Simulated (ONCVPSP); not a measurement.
Ca: excitation energies, all-electron against ONCV

* Element: calcium
* Generator: ONCVPSP 4.0.1
* Type: optimised norm-conserving Vanderbilt (ONCV)
* Functional: PBE
* Relativity: scalar-relativistic
* Frozen core: [Ne]
* Valence charge: 10
* Reference configuration: 3s2 3p6 4s1 (charge +1)
* Partial waves: 3s+4s: rc 1.70 bohr, ncon 3, nbas 7, qcut 5.4 1/bohr, 3 projectors, debl 0.7 Ha; 3p: rc 1.20 bohr, ncon 5, nbas 8, qcut 6.6 1/bohr, 2 projectors, debl 2.8 Ha; d scattering state at 0.39 Ha: rc 1.45 bohr, ncon 4, nbas 8, qcut 7.5 1/bohr, 2 projectors, debl 0.4 Ha
* Local potential: polynomial inside 1.20 bohr (lpopt 5, dvloc0 3 Ha)
* Core correction: Teter function, fcfact 4.25, rcfact 1.3

In the d channel the program set the typed energies aside and used 0.050, 0.450 Ha.

Energies are relative to the spin-unpolarised reference configuration 3s2 3p6 4s1; without spin polarisation the order of configurations can differ from experiment.

| valence configuration | charge | ΔE all-electron (eV) | error AE − PS (meV) |
| --- | --- | --- | --- |
| 3s2 3p6 4s0 | +2 | 11.820 | -1.4 |
| 3s2 3p6 4s0 4p1 | +1 | 3.048 | -0.4 |

Q: What are ΔE and the potential's error for 3s2 3p6 4s2?

A: ΔE = -6.309 eV all-electron; the error (AE − PS) is -0.1 meV.

Q: What are ΔE and the potential's error for 3s2 3p6 4s1.5?

A: ΔE = -3.806 eV all-electron; the error (AE − PS) is 0.0 meV.
